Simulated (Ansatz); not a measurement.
Input file for H4OSiSnZn:

```yaml
crystal:
  periodic: [false, false, false]
  atoms:
    - {symbol: O, position_ang: [-0.114869, -1.573940, 1.421927]}
    - {symbol: Zn, position_ang: [0.758254, -0.026736, 1.915917]}
    - {symbol: Si, position_ang: [0.582804, 1.346999, -0.010429]}
    - {symbol: Sn, position_ang: [-0.587111, -0.964252, -0.414839]}
    - {symbol: H, position_ang: [1.796084, 1.636141, -0.820773]}
    - {symbol: H, position_ang: [-0.294407, 2.547801, 0.019752]}
    - {symbol: H, position_ang: [-2.289917, -0.951981, -0.566058]}
    - {symbol: H, position_ang: [0.149170, -2.014032, -1.545496]}
basis:
  gaussian: {orbitals: def2-TZVPP}
correlation: {method: ccsd_t, frozen_orbitals: {H: 0, O: 1, Si: 5, Sn: 4, Zn: 9}}
output: {orbitals: {seedname: orbitals}}
```

```sh
$ ansatz run in.yaml --threads 4 --pin off --events-out ev --progress --plain --max-ram 10444MiB
```

Output of Ansatz, abridged:

```
Functional definition: HF
1667 factors; integrals over basis functions are off by at most 1.2e-3 eV
mean field evaluation 1: about -64138.2908 eV, gradient 5.3e1 eV
mean field evaluation 2: about -64138.6401 eV, gradient 5.4e1 eV
mean field evaluation 4: about -64144.8870 eV, gradient 4.9e0 eV
mean field evaluation 8: about -64145.0307 eV, gradient 5.8e-1 eV
mean field evaluation 16: about -64145.0320 eV, gradient 1.8e-6 eV
mean field -64145.03202030 eV, -2357.2864476817 hartree, gradient 1.8e-6 eV, S^2 0.000000; 0 other end points of the search recorded, 0 dependent functions left out
19 core orbitals not correlated: weight in the atoms' cores, before any rotation towards them, 1.000 or more for the frozen orbitals, at most 0.000 for the correlated occupied ones
reference -64145.03202030 eV, -2357.2864476817 hartree; 20, 20 occupied and 204, 204 virtual orbitals, 1667 factors
second order -32.72744289 eV of doubles, -0.00000000 eV of singles
cycle   1  -30.58432074 eV  change     2.1e0 eV  update   1.8e-1
cycle   2  -31.62174890 eV  change    -1.0e0 eV  update   7.6e-2
cycle   3  -31.89607405 eV  change   -2.7e-1 eV  update   3.6e-2
cycle   4  -31.85580802 eV  change    4.0e-2 eV  update   1.2e-2
cycle   5  -31.84116429 eV  change    1.5e-2 eV  update   5.7e-3
cycle   6  -31.84478600 eV  change   -3.6e-3 eV  update   2.2e-3
cycle   7  -31.84568691 eV  change   -9.0e-4 eV  update   9.7e-4
cycle   8  -31.84475786 eV  change    9.3e-4 eV  update   3.6e-4
cycle   9  -31.84490987 eV  change   -1.5e-4 eV  update   1.7e-4
cycle  10  -31.84517937 eV  change   -2.7e-4 eV  update   7.5e-5
cycle  11  -31.84501557 eV  change    1.6e-4 eV  update   4.5e-5
cycle  12  -31.84503881 eV  change   -2.3e-5 eV  update   2.0e-5
perturbative correction -1.19161414 eV, -0.0437910118 hartree
Total energy: -64178.06867325 eV, -2358.5005222846 hartree
```

Hardware: 4 threads of an Arm Neoverse V2 on a shared host. Wall time 3 min, peak host memory 5 GiB.

The correlation energy is -33.037 eV, 3.6 % of it from (T); the T1 diagnostic reads 0.0191.
